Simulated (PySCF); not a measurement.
A geometry optimisation on `BrC(/C=C\N)=O`.

Computed with CAM-B3LYP/6-31G* geometry optimisation, gas phase (PySCF 2.14.0). Start geometry: GFN2-xTB. The input is one job of a driver script: a line of settings, then coordinates in Å.

Input:
```
{"job": {"xc": "CAM-B3LYP", "basis": "6-31G*", "grid": 1, "kind": "geom"}, "charge": 0, "multiplicity": 1}
N     -1.444632    -0.606312     0.262342
C     -0.829266     0.574002     0.208485
C      0.498663     0.742740    -0.059294
C      1.331862    -0.374610    -0.305014
O      1.071259    -1.544795    -0.324208
Br     3.214980     0.161386    -0.666932
H     -0.890642    -1.436965     0.093055
H     -2.424681    -0.686792     0.462124
H     -1.443215     1.446833     0.392900
H      0.924555     1.729167    -0.085986
```

Output:
```
step   0  E = -2820.54909712  max force = 0.009451
step   1  E = -2820.54966649  max force = 0.001374
step   2  E = -2820.54948973  max force = 0.003094
step   3  E = -2820.54964967  max force = 0.001643
step   4  E = -2820.54967779  max force = 0.000653
step   5  E = -2820.54966711  max force = 0.001332
step   6  E = -2820.54968000  max force = 0.000518
step   7  E = -2820.54968219  max force = 0.000198
optimisation converged
```

Energies in Eh; «max force» is the largest Cartesian gradient component in Eh/bohr.

Question: Give the first gradient maximum in eV/Å.

Answer: With 1 Eh/bohr = 51.422 eV/Å, 0.486 eV/Å.

Question: At which steps does the energy rise by more than 1e-5 Eh?

Answer: At steps 2 (+0.18 mEh) and 5 (+0.01 mEh).

In short: final energy -2820.54968 Eh after 7 steps; dipole 5.77 D.

Question: Where do the atoms end?

Answer: 0.022 Å rms from the input after alignment:
```
atom  x, y, z in Å
N1    -1.1074   -0.5846    0.1974
C2    -0.4759    0.5936    0.1324
C3     0.8500    0.7801   -0.1479
C4     1.6803   -0.3534   -0.4051
O5     1.3749   -1.5179   -0.4101
Br6    3.5696    0.1339   -0.8017
H7    -0.5720   -1.4284    0.0262
H8    -2.0897   -0.6414    0.4075
H9    -1.0991    1.4632    0.3243
H10    1.2664    1.7747   -0.1770
```

Question: Estimate the wall time. Hardware: one thread, Arm Neoverse V2 (aarch64), no GPU, shared host. And the peak memory of the process?

Answer: About 45 s, with 0.50 GiB resident at the peak, the Python interpreter and its libraries included.
Labels such as C1 count atoms from 1, the log's own numbers from 0.
